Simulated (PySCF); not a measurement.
Zn(Cl)(Et) (C2H5ClZn), SMILES C[CH2][Zn][Cl].

The structure is a stationary point at PBE-D3(BJ)/def2-SVP. The structure was generated by enumeration; whether it is a known compound was not checked. Other conformers were not sampled.

The numbers are results of PBE/def2-TZVP (PySCF), not measurements.

Symmetry labels are those of the subgroup Cs that the program uses (full group Cs).

Computed valence orbital energies around the gap with their symmetry:
| orbital | symmetry | energy (eV) |
|---|---|---|
| HOMO−7 | A" | -10.73 |
| HOMO−6 | A' | -10.22 |
| HOMO−5 | A' | -9.25 |
| HOMO−4 | A' | -8.76 |
| HOMO−3 | A" | -8.47 |
| HOMO−2 | A' | -7.20 |
| HOMO−1 | A" | -7.20 |
| HOMO | A' | -6.81 |
| LUMO | A' | -1.36 |
| LUMO+1 | A' | -0.97 |
| LUMO+2 | A" | -0.86 |
| LUMO+3 | A' | 0.69 |
